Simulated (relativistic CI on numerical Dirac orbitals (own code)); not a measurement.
# Mn5+ in a cubic cluster: 1s photoemission with charge transfer

Computed with a charge-transfer multiplet model of a cubic metal-ligand cluster with up to 2 ligand holes, Slater and spin-orbit integrals from Dirac-Coulomb-Breit ions, Slater integrals scaled by 0.9. The ground state mixes d2 with configurations of k ligand holes L, whose averages lie at kΔ + k(k − 1)U_dd/2; a core hole lowers each added d electron by U_cd. 300 K, Lorentzian 1.1 eV and Gaussian 0.6 eV FWHM.

Atomic integrals in eV (Slater integrals scaled, ζ unscaled), ground: F2dd 11.938, F4dd 7.546, zeta_d 0.057; with the core hole: F2dd 13.331, F4dd 8.451, zeta_d 0.081, G2cd 0.078.

Cluster parameters (eV): Δ = -1.4, U_cd = 7.4, 10Dq = 1.45, 10Dq(ligand) = 0.6, V(eg) = 3.45, V(t2g) = -1.64, final-state hopping factor = 1.

```csv
Case,n_d,d2,d3L,d4L2,S
U_dd = 5.5 eV,3.05,0.20,0.56,0.24,1.00
U_dd = 6.2 eV,3.02,0.20,0.57,0.23,1.00
U_dd = 8.3 eV,2.96,0.23,0.58,0.19,1.00
```

Weights, n_d and S are thermal averages at 300 K. Binding energies count from the first peak over 30 % of the highest in each spectrum, which can be another peak from case to case. The parameters are a model scan and need not match a compound or its usual spin state. Peaks in eV (height, largest 100):
- U_dd = 5.5 eV: 0.0 (100), 16.7 (6)
- U_dd = 6.2 eV: 0.0 (100), 16.7 (5)
- U_dd = 8.3 eV: 0.0 (100)

For the case U_dd = 6.2 eV, Δ = -1.4 eV is smaller than U_dd = 6.2 eV, the charge-transfer side of the Zaanen-Sawatzky-Allen scheme (negative Δ: between configuration averages a ligand hole costs less than the nominal valence; multiplet and field energies can change this for the lowest states). With the core hole the average of the configuration with one ligand hole lies at Δ − U_cd = -8.8 eV before mixing: the effective hopping of about 7.0 eV (from the holes of the mixed ground state) is comparable with this gap or larger, so the configurations mix strongly.

With at most 2 ligand holes the space is cut while the next configuration still counts, so covalency is underestimated, and a final configuration with one more ligand hole, which can lie low, is missing from the spectra.
